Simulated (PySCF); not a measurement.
C2H7BO3.

```xyz
13

B     -0.1363     0.1461     0.3776
O     -0.0679     0.1183     1.7394
H     -0.6945     0.7388     2.1243
O      0.6670    -0.6563    -0.3705
C      1.5670    -1.5385     0.2460
H      1.0440    -2.2939     0.8558
H      2.1365    -2.0554    -0.5398
H      2.2746    -1.0067     0.9032
O     -1.0226     0.9839    -0.2306
C     -1.1112     1.0519    -1.6292
H     -1.0174     0.0579    -2.0944
H     -2.0876     1.4824    -1.8958
H     -0.3216     1.6988    -2.0480
```
Charge 0, spin multiplicity 1.

Geometry optimised at PBE0-D3(BJ)/def2-SVP. The values are those of a single conformer.

The numbers are results of PBE0/pcSseg-1 (PySCF), not measurements. Non-relativistic, no solvent.

**Question.** Give the absolute GIAO shielding of each atom: isotropic value and principal components (ppm). (The exact figures need the calculation; the answer reports its results.)

**Answer.** 
```tsv
atom	σ(iso)	σ11	σ22	σ33	span
B1	82.6	80.5	82.3	84.9	4.5
O2	251.1	185.0	281.6	286.7	101.7
H3	28.5	21.6	24.9	38.8	17.2
O4	275.9	172.0	307.2	348.7	176.7
C5	131.9	106.3	107.9	181.4	75.2
H6	27.7	23.8	25.4	33.8	9.9
H7	27.7	23.6	25.8	33.8	10.1
H8	27.6	23.8	25.4	33.6	9.8
O9	274.8	169.9	326.3	328.3	158.4
C10	132.4	105.9	109.8	181.6	75.7
H11	27.5	23.4	26.6	32.7	9.3
H12	27.9	23.7	25.9	34.1	10.3
H13	27.9	24.1	25.4	34.1	10.0
```
